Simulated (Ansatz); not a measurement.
Correlation energies of AlBrFHO (`[OH][Al]([F])[Br]`) by basis set

Z-matrix (Å, degrees):
```
Al
O 1 1.676
Br 1 2.233 2 122.9
F 1 1.635 2 118.3 3 180.0
H 2 0.956 1 123.3 3 -0.0
```

Charge 0, multiplicity 1. Correlated methods include outer-core shells of Br, which these sets cover unevenly. Scalar relativity is left out up to krypton. The structure was optimised at the PBE0-D4/def2-TZVP level. It is one conformer, not always the lowest. Frozen core, restricted reference, Ansatz 0.2.0.

```json
{"basis": "def2-SVP", "HF (Eh)": "-2988.89394", "MP2 corr.": "-0.65867", "CCSD corr.": "-0.66759", "(T)": "?", "CCSD(T) total": "?"}
{"basis": "def2-TZVPP", "HF (Eh)": "?", "MP2 corr.": "-0.83535", "CCSD corr.": "-0.84236", "(T)": "?", "CCSD(T) total": "?"}
{"basis": "def2-QZVPP", "HF (Eh)": "-2989.59190", "MP2 corr.": "-1.20459", "CCSD corr.": "?", "(T)": "-0.03455", "CCSD(T) total": "?"}
```

(1) Fill in the withheld values. (Best estimate.)

Answers

(1) Computed: def2-SVP (T): -0.01195; def2-SVP CCSD(T) total: -2989.57348; def2-TZVPP HF (Eh): -2989.52636; def2-TZVPP (T): -0.02696; def2-TZVPP CCSD(T) total: -2990.39568; def2-QZVPP CCSD corr.: -1.18409; def2-QZVPP CCSD(T) total: -2990.81054.
